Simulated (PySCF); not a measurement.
Compound: CH₈GeNP.
SMILES: `[NH]([GeH2][PH2])C`

Torsions of this conformer, `[CH3:1][NH:2][GeH2:3][PH2:4]`: C1–N2–Ge3–P4 62°, H–P4–Ge3–N2 -77°, H–P4–Ge3–N2 -170°.

The closed-shell ground state was solved at several levels (PySCF, density fitting, gas phase). Isolated species at its PBE0-D3(BJ)/def2-SVP geometry (one conformer only). Relativistic effects, spin–orbit coupling among them, are left out although an element past zinc is present.

```csv
level,basis functions,HOMO (eV),LUMO (eV),gap (eV),dipole (D)
PBE0/pcSseg-1,139,-6.52,0.36,6.88,0.68
wB97X-D/def2-SVPD,166,-8.38,1.60,9.98,0.52
```

Q: Estimate the row for wB97X-D/pcSseg-2, a basis of 290 functions; the other rows only guide the guess.

A: HOMO -8.37 eV, LUMO 1.70 eV, gap 10.07 eV, dipole 0.56 D.

Q: Over all these levels, which gives the widest orbital gap and which the narrowest?

A: wB97X-D/pcSseg-2 (range-separated hybrid) has the widest, 10.07 eV, and PBE0/pcSseg-1 (global hybrid, 25 % exact exchange) the narrowest, 6.88 eV. Functional and basis both differ between the two, so the spread mixes both effects.

Q: How far do the dipole and the HOMO energy spread over the levels?

A: The dipole runs from 0.52 to 0.68 D (mean 0.59 D) and the HOMO from -8.38 to -6.52 eV.
